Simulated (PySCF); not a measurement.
## Two-component Hartree-Fock for Cu⁺ (copper, charge +1)

Start: [Ar] 3d10. Calculated with PySCF 2.14 in x2c-TZVPPall-2c with one added diffuse shell each of s, p, d, f type (7s8p5d3f1g, 86 functions): generalised Hartree-Fock with the X2C-1e Hamiltonian and a Gaussian nucleus; spin-orbit coupling (SO) screened by Boettger's factors.

| spinor shell | electrons | ε, screened SO (eV) | weight of nominal j (screened SO) | rms radius, screened SO (bohr) |
| --- | --- | --- | --- | --- |
| 1s1/2 | 2 | -9056.1 | 1.000 | 0.0601 |
| 2s1/2 | 2 | -1142.1 | 1.000 | 0.254 |
| 2p1/2 | 2 | -996.84 | 1.000 | 0.226 |
| 2p3/2 | 4 | -975.88 | 1.000 | 0.229 |
| 3s1/2 | 2 | -148.96 | 1.000 | 0.767 |
| 3p1/2 | 2 | -102.19 | 1.000 | 0.812 |
| 3p3/2 | 4 | -99.368 | 1.000 | 0.823 |
| 3d3/2 | 4 | -22.098 | 1.000 | 1.13 |

(1) Where does 3d5/2 lie, and what is the 3d spin-orbit splitting (screened SO)?

```csv
quantity,screened SO
E (hartree),-1652.90924
M_J,0
⟨J²⟩,0.000
⟨L²⟩,0.002
⟨S²⟩,0.002
```

Answers

(1) At -21.738 eV, 0.360 eV above 3d3/2.
